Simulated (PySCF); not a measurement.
Which basis set comes closest?

Molecule: `[SiH3][Si]([SiH3])([SiH3])[SiH3]`, H12Si5.

Atom-mapped SMILES (the numbers label the heavy atoms): `[SiH3:1][Si:2]([SiH3:3])([SiH3:4])[SiH3:5]` (H(Xn): hydrogen on atom n).

Geometry PBE0-D3(BJ)/def2-SVP throughout; GIAO in PySCF 2.14, gas phase, one conformer, non-relativistic; equivalent atoms averaged; functional PBE0.

Reference values (measured; C. Corminboeuf, T. Heine, J. Weber, Chem. Phys. Lett. 357 (2002) 1): δ(Si1/Si3/Si4/Si5) = -89.6 ppm vs TMS, δ(Si2) = -165.9 ppm vs TMS. Computed shifts are taken against TMS, calculated as an isolated molecule at each level.

Question: How do the basis sets STO-3G, 6-31G, pcSseg-0, 6-31G*, def2-SVP, cc-pVDZ, pcSseg-1, aug-cc-pVDZ, 6-311+G(2d,p), def2-TZVP perform against the reference? Times are CPU seconds on shared hosts with different chips, so compare them loosely.

Answer: 
```csv
basis set,functions,Si1/Si3/Si4/Si5,Si2,mean abs. error Si,core-s
STO-3G,57,-75.9,-93.5,43.0,5.4
6-31G,89,-74.1,-122.7,29.4,9.9
pcSseg-0,89,-139.9,-218.9,51.7,9.3
6-31G*,114,-67.7,-128.8,29.5,13
def2-SVP,150,-95.1,-152.8,9.3,16
cc-pVDZ,150,-88.2,-131.9,17.7,20
pcSseg-1,180,-98.6,-159.1,7.9,46
aug-cc-pVDZ,243,-89.8,-141.6,12.3,43
"6-311+G(2d,p)",247,-97.8,-154.9,9.6,38
def2-TZVP,257,-99.3,-162.6,6.5,41
```

For ²⁹Si the closest is def2-TZVP (6.5 ppm) and the furthest pcSseg-0 (51.7 ppm). Where a smaller basis beats a larger one, errors probably cancel. One molecule is a small sample, and vibrational and solvent effects are absent from the calculation.

A small basis that lands close on one nucleus may do so by chance; judge by the trend and by all nuclei.
